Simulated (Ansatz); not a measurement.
Geometry optimisation, RKS PBE0-D4/def2-mTZVP (Ansatz).

The input (input.yaml):

```yaml
crystal:
  periodic: [false, false, false]
  atoms:
    - { symbol: C, position_ang: [-0.9411, 0.7012, 0.2103] }
    - { symbol: C, position_ang: [0.4355, 0.3797, -0.1936] }
    - { symbol: "N", position_ang: [1.267, 0.3873, 0.9722] }
    - { symbol: Sb, position_ang: [0.5673, -1.5558, -1.1686] }
    - { symbol: H, position_ang: [-1.63, 0.7738, -0.7239] }
    - { symbol: H, position_ang: [-1.0072, 1.7609, 0.6823] }
    - { symbol: H, position_ang: [-1.3742, -0.0036, 0.9085] }
    - { symbol: H, position_ang: [0.8505, 1.1551, -0.925] }
    - { symbol: H, position_ang: [1.9446, 1.20506, 0.94529] }
    - { symbol: H, position_ang: [0.69733, 0.54833, 1.8514] }
    - { symbol: H, position_ang: [-0.9019, -1.1761, -2.1583] }
    - { symbol: H, position_ang: [-0.4997, -2.2816, 0.0978] }
basis:
  gaussian: { orbitals: def2-mTZVP }
hamiltonian:
  xc: pbe0
  dispersion: d4
relax:
  f_tol: 0.015
  max_steps: 40
```

Run as:

```bash
$ ansatz run input.yaml --threads 2 --pin off --max-ram 3072MiB --backend cpu --events-out ev --progress --plain --runs-dir out
```

Q: Where does it end, and by what steps?

A: It converged. The force dipped under the threshold on the way, but the program's further checks kept it going. After 12 steps the energy has fallen by 0.583 eV; H10 moved furthest, 0.81 Å.

| step | energy less start (eV) | largest force component (eV/Å) | accepted |
| --- | --- | --- | --- |
| 0 | 0.0000 | 2.676 | yes |
| 1 | -0.3571 | 1.948 | yes |
| 2 | -0.4719 | 0.445 | yes |
| 3 | -0.4880 | 0.445 | yes |
| 4 | -0.5354 | 0.255 | yes |
| 5 | -0.5604 | 0.240 | yes |
| 6 | -0.5755 | 0.104 | yes |
| 7 | -0.5799 | 0.036 | yes |
| 8 | -0.5768 | 0.193 | no |
| 9 | -0.5819 | 0.097 | yes |
| 10 | -0.5791 | 0.128 | no |
| 11 | -0.5830 | 0.011 | yes |
| 12 | -0.5831 | 0.012 | yes |

```xyz
12
Properties=species:S:1:pos:R:3
C -0.992 0.918 0.109
C 0.415 0.468 -0.233
N 1.335 0.372 0.889
Sb 0.534 -1.498 -1.211
H -1.617 1.013 -0.782
H -0.969 1.893 0.611
H -1.480 0.207 0.782
H 0.856 1.159 -0.957
H 1.504 1.292 1.290
H 0.926 -0.196 1.626
H -1.069 -1.462 -1.844
H -0.036 -2.274 0.219
```

Whether the end is a true minimum wasn't checked by a vibrational analysis.

The run took 55 s on 2 threads of Intel(R) Xeon(R) Platinum 8375C CPU @ 2.90GHz (Ice Lake), with other jobs on the host, peak memory 0.3 GiB.
